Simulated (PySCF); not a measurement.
diarsenic (As2), SMILES [As]#[As]. Atoms are numbered in the order given.

```xyz
2

As     0.0000     0.0000    -1.0521
As     0.0000     0.0000     1.0521
```

Geometry: B3LYP-D3(BJ)/def2-TZVP.

Calculation: PySCF with HF/def2-TZVPD.

```yaml
total_energy: -4468.40837 hartree
point_group: D∞h
highest_occupied_level: -9.25 eV
lowest_empty_level: 0.17 eV
orbital_gap: 9.42 eV
dipole_moment: 0.000 e·Å
quadrupole, principal values (traceless, Buckingham form, about the centre of nuclear charge): -0.81, -0.81, 1.62 D·Å
mean_static_polarisability: 62.4 bohr³ (9.25 Å³)
polarisability_principal_values: 48.3, 48.3, 90.6 bohr³
```
